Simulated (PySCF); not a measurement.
These compounds are isomers of formula C$_{6}$H$_{12}$O$_{3}$.

A. ethyl 3-methoxypropanoate
B. `O=C(OCC)OC(C)C`
C. `C1OC(C(C)C)OCO1`
D. isopropyl lactate (CC(C)OC(=O)[C@H](C)O)

Spectrum 1. 1H NMR (400 MHz, computed): δ 5.43 (sept, 1H), 4.37 (q, 2H), 1.27 (t, 3H), 1.27 (d, 6H). 13C{1H} NMR (computed): δ 162.1 (C), 71.7 (CH), 65.6 (CH2), 24.4 (CH3), 16.6 (CH3).

Spectrum 2. 1H NMR (400 MHz, computed): δ 5.19 (m, 1H), 4.33 (q, 1H), 2.67 (br s, 1H), 1.34 (d, 3H), 1.32 (d, 3H), 1.30 (d, 3H). 13C{1H} NMR (computed): δ 185.2 (C), 71.3 (CH), 70.7 (CH), 25.7 (CH3), 23.8 (CH3), 23.1 (CH3).

Spectrum 3. 1H NMR (400 MHz, computed): δ 4.38 (q, 2H), 3.99 (t, 2H), 3.50 (s, 3H), 2.45 (t, 2H), 1.29 (t, 3H). 13C{1H} NMR (computed): δ 178.7 (C), 74.2 (CH2), 63.2 (CH2), 58.0 (CH3), 37.8 (CH2), 16.8 (CH3).

Spectrum 4. 1H NMR (400 MHz, computed): δ 5.42 (m, 2H), 5.19 (m, 2H), 4.67 (m, 1H), 1.75 (m, 1H), 1.05 (d, 6H). 13C{1H} NMR (computed): δ 108.0 (CH), 96.3 (CH2), 37.7 (CH), 17.6 (CH3).

PySCF calculation with σ from GIAO-PBE0/pcSseg-1 and structure optimised with GFN2-xTB; a single conformation, gas phase, averaged over atoms made equivalent by symmetry, fast rotation or ring inversion, relativity neglected.

Shifts are taken against calculated references (same method and geometry level): TMS for 1H and 13C. Where no couplings were computed, multiplicities follow the n + 1 count of equivalent neighbours, and m marks all less simple cases (inequivalent or close neighbours, rings, F or P nearby). Shifts are as computed. Against solution values, carbons near 30 ppm lie about +3 ppm off and those near 130 ppm about +5 ppm. Of 1211 compounds with measured shifts, 218 miss one by over three times the rms of a fit or turn the order of signals round; such compounds aren't used in these exercises. OH and NH positions are gas-phase values without hydrogen bonding to other molecules.

Match each spectrum to its structure.

## Answers

1–B, 2–D, 3–A, 4–C.

- Spectrum 1 (B): 5 13C signals; δC 162.1 is a carbonate carbon; δC 71.7 is an sp3 CH bonded to O.
- Spectrum 2 (D): 6 13C signals; δC 185.2 is an ester carbonyl carbon; δC 71.3 is an sp3 CH bonded to O.
- Spectrum 3 (A): 6 13C signals; δC 178.7 is an ester carbonyl carbon; δC 74.2 is an sp3 CH2 bonded to O.
- Spectrum 4 (C): 4 13C signals; δC 108.0 is an sp3 carbon bearing two oxygens; δC 96.3 is an sp3 carbon bearing two oxygens.
